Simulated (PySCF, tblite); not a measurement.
Isomers of [C6H10OSi]+ (charge +1 and doublet state), one GFN2-xTB conformer each. Single-point energies are computed at B3LYP/pcH-1 (PySCF, gas phase, no added dispersion term), electronic only. GFN2-xTB treats the open shell by occupation alone, and not every SCF solution was tested for stability.

Question: Rank them by B3LYP/pcH-1 energy, lowest first (kJ/mol).
A. `[CH+:1]=[C:2][C@@H:3]([SiH3:4])[C@@H:5]([CH3:6])[CH:7]=[O:8]` (charge +1 and doublet state) with C2–C3–C5–C6 -52°, C3–C5–C7–O8 105°
B. `[CH3:1][CH2:2][C+:3]1[CH:4][O:5][C:6]([SiH3:7])=[CH:8]1` (charge +1 and doublet state) with C1–C2–C3–C4 -179°

Answer: B (0.0), A (212.5).

GFN2-xTB itself gives, in the same order: 0.0, 214.2. Both levels put the same isomer lowest.

What happens when harmonic zero-point energies from GFN2-xTB frequencies are added?

| SMILES | ZPE (kJ/mol) | electronic (kJ/mol) | with ZPE (kJ/mol) |
| --- | --- | --- | --- |
| CC[C+]1[CH]OC([SiH3])=C1 | 351.2 | 0.0 | 0.0 |
| [CH+]=[C][C@@H]([SiH3])[C@@H](C)C=O | 345.3 | 212.5 | 206.6 |

The zero-point energies span 5.9 kJ/mol. The order is unchanged.
